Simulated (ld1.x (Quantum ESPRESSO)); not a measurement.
# An all-electron radial function and its pseudo partner (Pb)

Columns: radius, all-electron u(r) and pseudo u(r) of the 6s shell (level -12.10 eV) of lead in the configuration [Xe] 4f14 5d10 6s2 6p2; PBEsol, scalar-relativistic, PAW scheme, ld1.x (Quantum ESPRESSO) 7.5.

```tsv
r (bohr)	all-electron	pseudo
0.118	0.1673	-0.0870
0.235	-0.1474	-0.1721
0.353	-0.1991	-0.2554
0.470	0.0883	-0.3345
0.588	0.3214	-0.4095
0.705	0.3761	-0.4785
0.822	0.2880	-0.5412
0.940	0.1200	-0.5975
1.058	-0.0730	-0.6465
1.175	-0.2557	-0.6874
1.292	-0.4129	-0.7208
1.410	-0.5394	-0.7466
1.528	-0.6334	-0.7649
1.645	-0.6978	-0.7757
1.763	-0.7378	-0.7795
1.880	-0.7570	-0.7766
1.998	-0.7599	-0.7672
2.115	-0.7501	-0.7519
2.232	-0.7308	-0.7310
2.350	-0.7044	-0.7044
2.468	-0.6729	-0.6729
2.585	-0.6386	-0.6386
2.702	-0.6024	-0.6024
2.820	-0.5651	-0.5651
2.938	-0.5278	-0.5278
3.055	-0.4913	-0.4913
```

Task: How many radial nodes do the two functions have?

Result: The all-electron 6s function has n − l − 1 = 5 (the table is too coarse to show those close to the nucleus); the pseudo-wave has 0, since the states of the same l below it are removed with the core.

Task: At about which radius was the pseudo-wave matched?

Result: 2.35 bohr. The columns agree to 0.0005 from 2.23 bohr on; several derivatives are matched, so the curves merge somewhat inside the radius.

Task: Where does each function peak?

Result: Outermost all-electron maximum near 2.00 bohr, pseudo maximum near 1.76 bohr (to the table’s step).

Task: Is the pseudo-wave norm-conserving?

Result: No, it belongs to a PAW set: the norm inside the radius is not constrained, and the difference is carried by the augmentation charge.
